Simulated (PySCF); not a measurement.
CH2NO, SMILES O=C[NH] (connectivity only; charge and spin as stated), charge -1, multiplicity 1.

The structure is a stationary point at B3LYP-D3(BJ)/def2-SVPD. The multiplicity is an assumed one; other spin states were not compared. The isomer is the one that the SMILES or the coordinates give; other isomers of the formula were not compared. The values are those of a single conformer.

Two levels are set side by side: PBE/def2-TZVPD (PySCF) and r2SCAN/def2-TZVPD (PySCF). Same geometry, gas phase. Differences are taken from unrounded values.

```json
[
 {"quantity": "orbital gap (eV)", "r2SCAN": "4.63"},
 {"quantity": "highest occupied level (eV)", "r2SCAN": "0.35"},
 {"quantity": "lowest empty level (eV)", "r2SCAN": "4.99"},
 {"quantity": "mean polarisability (bohr³)", "r2SCAN": "40.4"}
]
```

Problem. What does PBE give, and how far is it from r2SCAN? (Estimate from the structure and the level; the computed values follow.)

Solution. 
| quantity | PBE | PBE minus r2SCAN |
|---|---|---|
| orbital gap (eV) | 3.79 | -0.84 |
| highest occupied level (eV) | 0.58 | 0.23 |
| lowest empty level (eV) | 4.37 | -0.61 |
| mean polarisability (bohr³) | 43.3 | 2.8 |

Rough cost on one machine, each run with all the roots and properties that it gave: r2SCAN against PBE about 5 times.
